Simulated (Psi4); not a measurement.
Ru (SMILES [Ru]), quintet (core potentials on Ru). Base run: HF/def2-SVP in Psi4 1.11.

Geometry (Å):
```xyz
1

Ru     0.0000     0.0000     0.0000
```
Charge 0, spin multiplicity 5.
Orbitals are unrestricted.
All else is at Psi4's defaults (density fitting).
Base energy -94.05500 Eh.

The base run was repeated with changes; each row names its change, and settings that it needs were set with it.

```csv
change,ΔE vs base (mEh),SCF cycles,basis functions,outcome
base,0.000,19,31,converged
soscf = true,-43.699,31,31,another SCF solution
puream = true,0.000,19,31,converged
scf_initial_accelerator = ediis,0.000,19,31,converged
df_basis_scf = cc-pvqz-jkfit,-,-,31,input refused
scf_type = direct,0.029,21,31,converged
scf_type = mem_df,0.000,19,31,converged
d_convergence = 1e-4,0.000,17,31,converged
diis_max_vecs = 3,0.000,99,31,converged
scf_type = dfdirj+link,-0.017,19,31,converged
basis_guess = true,0.000,6,31,converged
scf_initial_accelerator = none,0.000,23,31,converged
scf_type = dfdirj+cosx,-0.018,20,31,converged
```

A guess, shift, damping, solver or small numerical setting can't move a converged solution much, so rows marked as another SCF solution ended in a different state.

Open shells are given as the SCF converged; they aren't shown to be the lowest states, and a large step between rows can be another state.

- df_basis_scf = cc-pvqz-jkfit: ended with `psi4.driver.qcdb.exceptions.BasisSetNotFound: BasisSet::construct: Unable to find a basis set for atom 1 for key JKFIT among:`
